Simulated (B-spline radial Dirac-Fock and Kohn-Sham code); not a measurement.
Model: relaxed Dirac-Fock hole states (ΔSCF) with Breit and QED corrections and a finite nucleus. Program: a radial atomic solver. Free neutral atoms up to Cf, the lines Kα1, Kβ1, Lα1, Lβ1, Lβ2, Lγ1, Lℓ and Mα1 where both subshells are closed (so no Lα of most 3d metals and no Mα of most lanthanides); Na, Y were not searched.

Question: I Lβ1 is computed at 4221.8 eV. Which of the searched lines of other elements lie within 65 eV and could overlap it in an energy-dispersive spectrum?

Answer: Ce Lℓ at 4282.9 eV (+61); Cs Lα1 at 4286.8 eV (+65).
